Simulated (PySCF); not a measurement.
## From a computed spectrum to the compound

A species of 9 atoms with charge 0 has these harmonic modes (PBE0, small Gaussian bases with core potentials, PySCF 2.14.0):

```json
{"cm⁻¹": "34", "km/mol": "0.0", "symmetry": "a2"}
{"cm⁻¹": "37", "km/mol": "2.2", "symmetry": "b2"}
{"cm⁻¹": "77", "km/mol": "2.2", "symmetry": "a1"}
{"cm⁻¹": "317", "km/mol": "0.2", "symmetry": "b1"}
{"cm⁻¹": "340", "km/mol": "0.0", "symmetry": "a2"}
{"cm⁻¹": "356", "km/mol": "15.3", "symmetry": "a1"}
{"cm⁻¹": "360", "km/mol": "128.4", "symmetry": "b2"}
{"cm⁻¹": "363", "km/mol": "147.8", "symmetry": "b1"}
{"cm⁻¹": "410", "km/mol": "39.2", "symmetry": "a1"}
{"cm⁻¹": "1092", "km/mol": "2.8", "symmetry": "b1"}
{"cm⁻¹": "1095", "km/mol": "3.0", "symmetry": "a1"}
{"cm⁻¹": "1409", "km/mol": "0.0", "symmetry": "a2"}
{"cm⁻¹": "1412", "km/mol": "0.2", "symmetry": "b1"}
{"cm⁻¹": "1414", "km/mol": "0.0", "symmetry": "b2"}
{"cm⁻¹": "1415", "km/mol": "0.9", "symmetry": "a1"}
{"cm⁻¹": "2980", "km/mol": "58.7", "symmetry": "b1"}
{"cm⁻¹": "2982", "km/mol": "32.7", "symmetry": "a1"}
{"cm⁻¹": "3073", "km/mol": "0.0", "symmetry": "a2"}
{"cm⁻¹": "3074", "km/mol": "72.6", "symmetry": "b2"}
{"cm⁻¹": "3076", "km/mol": "30.9", "symmetry": "b1"}
{"cm⁻¹": "3076", "km/mol": "44.4", "symmetry": "a1"}
```

(1) Which species is it, and in which structure?

## Answers

(1) Sm(CH3)2 (singlet in the valence; each metal's 4f electrons, 6 of them, lie in its core potential, out of spins and levels):
```xyz
9

Sm    0.0000    0.0000   -0.2577
C     2.0625    0.0000    1.2457
H     3.0558    0.0000    0.7527
H     2.0537    0.8815    1.9188
H     2.0537   -0.8815    1.9188
C    -2.0625    0.0000    1.2457
H    -3.0558    0.0000    0.7527
H    -2.0537   -0.8815    1.9188
H    -2.0537    0.8815    1.9188
```
Ideal gas at 298.15 K and 1 bar: S = 384.9 J/(mol K), Cp = 101.3 J/(mol K), H − H(0 K) = 22.3 kJ/mol (rigid rotor, harmonic modes, spin degeneracy alone, that of the 4f electrons in the core included; the modes under 60 cm⁻¹ make these uncertain). An lcecp potential fixes the number of 4f electrons, so in runs with it no electron can move into or out of that shell.
 Other answers can fit too; this one was computed.
